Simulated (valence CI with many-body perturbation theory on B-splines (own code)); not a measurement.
**Which ion has this spectrum?**

A relativistic CI+MBPT calculation for an atom or ion with 32 electrons gives these levels (cm⁻¹):

```tsv
J	Parity	E	g
0	even	0	
1	even	242813	1.50
2	even	267974	1.20
2	even	529799	1.30
0	even	586575	
2	odd	763491	1.67
1	odd	851245	0.97
2	odd	988332	1.50
3	odd	1037089	1.33
2	odd	1088701	0.96
0	odd	1088926	
1	odd	1112620	1.27
1	odd	1154052	1.43
2	odd	1166409	0.89
```

The energies are calculated, and their last digits are not significant.

Question: Which is it?
A. Nd28+
B. Ce26+
C. Pm29+
D. Pr27+

Answer: C. Pm29+, ground level (4s^2 4p1/2^2) J=0.
